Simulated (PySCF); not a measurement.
# [AsH3]+: from structure and modes to constants

Method: UPBE0/[As def2-TZVP, H def2-TZVP], no relativity, density fitting, PySCF.

The doublet minimum has C3v symmetry. Masses (u): As 74.92160, H 1.00782.

```xyz
4
charge 1 multiplicity 2, angstrom
As    0.0000    0.0000    0.0162
H     1.4376    0.0000   -0.4012
H    -0.7188    1.2450   -0.4012
H    -0.7188   -1.2450   -0.4012
```

Harmonic wavenumbers (cm⁻¹): 688.4 (a1, ×1), 924.1 (e, ×2), 2296.2 (a1, ×1), 2361.9 (e, ×2).

**Question.** Find the principal moments of inertia and the rotational constants. What kind of rotor is it?

**Answer.** About the centre of mass I = 3.6307, 3.6307, 6.2486 u Å². With B = 16.8576/I this gives 4.643, 4.643, 2.698 cm⁻¹. The molecule is an oblate symmetric top.

**Question.** Give the standard entropy (298.15 K, 1 bar) by its translational, rotational, vibrational and spin parts, and Cp.

**Answer.** Sackur–Tetrode with M = 77.95 u gives 163.2; rotation with symmetry number 3 gives 57.7; vibration 2.4; spin R ln 2 = 5.8. The total is 229.1 J/(mol K), and Cp = 4 R + 7.5 = 40.8 J/(mol K).

Other isomers or separated fragments may lie lower.
